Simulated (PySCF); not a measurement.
This PySCF input asks for the NMR shieldings of `CC(=O)N(C)C[Si@H](N)C#N`, C₅H₁₁N₃OSi; the geometry comes from GFN2-xTB.

```python
import basis_set_exchange as bse
import numpy as np
from pyscf import gto, dft
from pyscf.prop import nmr

atoms = """
C     1.679818   -2.060547    0.547870
C     0.682273   -1.039866    0.072473
O     0.252270   -1.077642   -1.086069
N     0.263760   -0.113520    0.922840
C     0.726058    0.006279    2.284418
C    -0.651179    0.884924    0.424625
Si   -1.251480    0.483579   -1.360124
N    -0.217252    1.053846   -2.619833
C    -2.524068    1.886130   -1.439505
N    -3.287285    2.742335   -1.464914
H     1.181561   -2.796746    1.180584
H     2.089960   -2.576957   -0.318220
H     2.483547   -1.593268    1.114546
H     0.024184    0.629278    2.835582
H     0.773855   -0.966922    2.770384
H     1.714123    0.474922    2.332786
H    -0.164163    1.863577    0.479339
H    -1.521370    0.922081    1.086023
H    -2.138274   -0.684118   -1.431021
H    -0.647330    1.533213   -3.393990
H     0.522071    0.446367   -2.938267
"""
names = dict.fromkeys(["C", "O", "N", "Si", "H"], "pcSseg-1")
basis = {el: gto.basis.parse(bse.get_basis(n, elements=[el], fmt="nwchem")) for el, n in names.items()}
mol = gto.M(atom=atoms, basis=basis, charge=0, verbose=0)
mf = dft.RKS(mol, xc="PBE0")
mf.grids.level = 2
mf.grids.alignment = dft.numint.BLKSIZE   # the property module wants whole blocks of grid points
mf.conv_tol = 1e-9
mf.kernel()

calc = nmr.RKS(mf)   # GIAO
C = mf.mo_coeff
Co = C[:, mf.mo_occ > 0]
resp = mf.gen_response(singlet=True, hermi=2)
def vind(x):   # induced exchange potential for any number of trial vectors
    d = np.einsum("pi,xij,qj->xpq", C, 2 * x.reshape(-1, C.shape[1], Co.shape[1]), Co, optimize=True)
    return np.einsum("xpq,pi,qj->xij", resp(d - d.transpose(0, 2, 1)), C, Co, optimize=True).ravel()
mo1, _ = nmr.rhf.solve_mo1(calc, with_cphf=vind)
sigma = calc.kernel(mo1)
for i, s in enumerate(sigma):   # ppm
    w = np.linalg.eigvalsh((s + s.T) / 2)
    print("%2d %-2s iso %8.1f  s11 %8.1f  s22 %8.1f  s33 %8.1f" % (i, mol.atom_pure_symbol(i), w.mean(), *w))
```

Problem. What does it print?

Solution. 
```
 0 C  iso    165.2  s11    151.2  s22    157.5  s33    187.1
 1 C  iso     10.3  s11    -53.4  s22    -10.4  s33     94.7
 2 O  iso    -23.3  s11   -236.9  s22    -89.4  s33    256.3
 3 N  iso    133.7  s11     22.0  s22    166.7  s33    212.4
 4 C  iso    147.6  s11    123.1  s22    135.6  s33    184.1
 5 C  iso    140.8  s11    120.6  s22    127.2  s33    174.6
 6 Si iso    445.6  s11    335.8  s22    475.6  s33    525.5
 7 N  iso    242.9  s11    194.8  s22    260.0  s33    274.0
 8 C  iso     53.6  s11    -66.2  s22    -62.5  s33    289.6
 9 N  iso    -71.7  s11   -262.0  s22   -252.4  s33    299.5
10 H  iso     29.6  s11     25.9  s22     27.8  s33     35.0
11 H  iso     29.5  s11     24.8  s22     28.4  s33     35.3
12 H  iso     29.7  s11     25.2  s22     29.8  s33     34.3
13 H  iso     28.7  s11     23.8  s22     28.1  s33     34.3
14 H  iso     28.6  s11     24.1  s22     27.6  s33     34.1
15 H  iso     28.5  s11     24.6  s22     26.1  s33     34.8
16 H  iso     29.0  s11     24.5  s22     28.4  s33     33.9
17 H  iso     29.4  s11     24.5  s22     29.4  s33     34.2
18 H  iso     26.4  s11     22.7  s22     25.4  s33     31.0
19 H  iso     31.0  s11     23.3  s22     27.3  s33     42.3
20 H  iso     31.1  s11     23.0  s22     28.8  s33     41.6
```

These numbers come from an equivalent density-fitted implementation of the same equations, which agrees with the script to about 0.01 ppm for H and up to a few tenths of a ppm for heavy atoms, so last digits may differ.

Size and cost of the density-fitted run: 232 basis functions, 2.1 min wall time on 1 thread of an Arm Neoverse N1, shared host; peak memory 1 GiB.
